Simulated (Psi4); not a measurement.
CH5AlO2 (SMILES [CH3][Al]([OH])[OH]), singlet, at a GFN2-xTB geometry (such geometries of metal compounds can be far from the true shape).

Here is a job for Psi4.
```
memory 2 GB

molecule {
0 1
Al    0.07749548    0.07275953    0.00557869
C    -1.42912426   -1.22415675   -0.13625489
H    -1.10357429   -2.14553357   -0.61524509
H    -2.25578416   -0.81633085   -0.71240214
H    -1.80016565   -1.49817487    0.84929070
O    -0.03916589    1.51144195   -0.78735585
H    -0.09952938    2.33824639   -1.24017123
O     1.37525186   -0.37239246    0.91660087
H     2.13766999   -0.59153638    1.42957391
}

set {
  basis 3-21g
}

energy('svwn')
print_variables()
```

**Question.** Predict the dipole moment from SVWN/3-21G in Psi4.

**Answer.** 1.28 D

**Question.** What is the computed number of basis functions (SVWN/3-21G)?

**Answer.** 50

**Question.** Estimate the nuclear repulsion energy that SVWN/3-21G returns for this input.

**Answer.** 159.1280 Eh

**Question.** Predict the total energy from SVWN/3-21G.

**Answer.** -429.9773 Eh
